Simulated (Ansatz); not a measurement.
Harmonic frequencies (cm⁻¹) at PBE0-D4/def2-TZVP from Ansatz: 72, 118, 146, 186, 268, 478, 492, 643, 724, 762, 783, 832, 881, 886, 970, 974, 1128, 1160, 1348, 1410, 1456, 1476, 2132, 2154, 2166, 3050, 3066, 3129, 3134, 3154.

Each molecule was computed in one conformer, which needn't be the lowest.

Task: Which molecule is it?
A. `C[S][GeH2][CH3]`
B. `[CH3][GeH]([CH3])[SH]`
C. `CS[CH2][GeH3]`
D. `NC1(N)CC1`

Result: C.
